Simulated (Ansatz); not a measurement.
`O[SiH2][SiH2]CCl` → `O[SiH]([SiH3])CCl`  (isomerisation)

Calculated with Ansatz (gas phase, PBE0-D4/def2-TZVP geometries, no zero-point term in ΔE). CBS: MP2 limit from def2 TZ/QZ plus the TZ coupled-cluster correction, frozen cores. Functionals use def2-TZVPP. Each species was taken in one conformer, which may not be the lowest.

`O[SiH2][SiH2]CCl`:

Cartesian coordinates in Å:
```
O -1.447 -0.557 -2.419
Si -0.291 -0.849 -1.271
Si -0.411 0.686 0.508
C 1.220 0.671 1.465
Cl 1.602 -1.012 1.936
H -2.359 -0.733 -2.187
H -0.396 -2.241 -0.751
H 1.011 -0.686 -1.966
H -1.515 0.351 1.450
H -0.640 2.071 0.003
H 2.049 1.032 0.855
H 1.178 1.265 2.378
```

`O[SiH]([SiH3])CCl`:

Z-matrix (Å, degrees):
```
Si
Si 1 2.342
C 1 1.887 2 110.9
O 1 1.647 2 107.2 3 119.6
H 1 1.491 2 111.3 3 -117.9
H 2 1.489 1 109.0 3 60.2
H 2 1.488 1 110.6 3 -59.0
H 2 1.486 1 110.9 3 179.8
Cl 3 1.793 1 107.9 2 172.2
H 3 1.090 1 112.7 2 54.2
H 3 1.091 1 112.6 2 -69.3
H 4 0.961 1 115.7 2 -171.5
```

```
             level  ΔE (kcal/mol)  difference from CCSD(T)/CBS
           ωB97X-V           -3.6                         -0.1
           ωB97M-V           -3.7                         -0.2
            B2PLYP           -3.5                          0.0
               PBE           -3.6                         -0.1
            r2SCAN           -3.9                         -0.4
              PBE0           -3.6                         -0.1
    MP2/def2-TZVPP           -3.4                          0.1
SCS-MP2/def2-TZVPP           -3.3                          0.2
CCSD(T)/def2-TZVPP           -3.6                         -0.1
      HF/CBS(def2)           -3.3                          0.2
       CCSD(T)/CBS           -3.5                            0
```

Largest T1 diagnostic among the species: 0.011.
